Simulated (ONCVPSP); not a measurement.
## Which change was made? (La, ONCV)

La, optimised norm-conserving Vanderbilt (ONCV), made with ONCVPSP 4.0.1 (PBEsol, scalar-relativistic). Core [Kr] 4d10, reference 5s2 5p6 5d1 6s1.5 6p0.5. Waves: 5s+6s: rc 2.50 bohr, ncon 4, nbas 8, qcut 4.3 1/bohr, 2 projectors; 5p+6p: rc 2.50 bohr, ncon 3, nbas 7, qcut 4.8 1/bohr, 2 projectors; 5d: rc 4.00 bohr, ncon 3, nbas 8, qcut 3.6 1/bohr, 2 projectors, debl 2.3 Ha; f scattering state at 0.04 Ha: rc 4.25 bohr, ncon 4, nbas 7, qcut 2.7 1/bohr, 1 projector. Local part: polynomial inside 1.60 bohr (lpopt 5, dvloc0 1 Ha). Core correction: Teter function, fcfact 2.5, rcfact 1.65.

In the f channel the program set the typed energies aside and used -0.182 Ha.

Cutoffs, loose and tight: the cutoffs (Ha) at which the residual kinetic energy of the hardest occupied pseudo-wave falls to 1 and 0.1 mHa per electron. They do not see the model core or the augmentation charge, which bear on the density cutoff. Test errors are all-electron minus pseudo excitation energies from the reference, over the configurations 5s2 5p6 5d1 6s2 6p0; 5s2 5p6 5d1 6s1 6p0; 5s2 5p6 5d1 6s0 6p0; 5s2 5p6 5d2 6s0 6p0; variants that change the core or the reference have their own tests.

The base gives: outcome: generated, projector energies reset by the program; cutoff, loose: 6.8 Ha; cutoff, tight: 8.7 Ha; bound ghosts: none; GHOST(+) flags above zero: s; largest test error (meV): -14.

Q: After one change the result is: outcome: generated, projector energies reset by the program; cutoff, loose: 14 Ha; cutoff, tight: 25 Ha; bound ghosts: d; GHOST(+) flags above zero: s; largest test error (meV): -139. Which change was it?
A. d: qcut 2.1
B. d: qcut 3.2
C. d: qcut 2.4
D. d: qcut 2.8

A: A. The others give: d: qcut 2.8 → outcome: generated, projector energies reset by the program; cutoff, loose: 6.8 Ha; cutoff, tight: 8.7 Ha; bound ghosts: none; GHOST(+) flags above zero: s; largest test error (meV): +53 | d: qcut 3.2 → outcome: generated, projector energies reset by the program; cutoff, loose: 6.8 Ha; cutoff, tight: 8.7 Ha; bound ghosts: none; GHOST(+) flags above zero: s; largest test error (meV): +29 | d: qcut 2.4 → outcome: generated, projector energies reset by the program; cutoff, loose: 6.8 Ha; cutoff, tight: 17 Ha; bound ghosts: none; GHOST(+) flags above zero: s, d; largest test error (meV): -119.
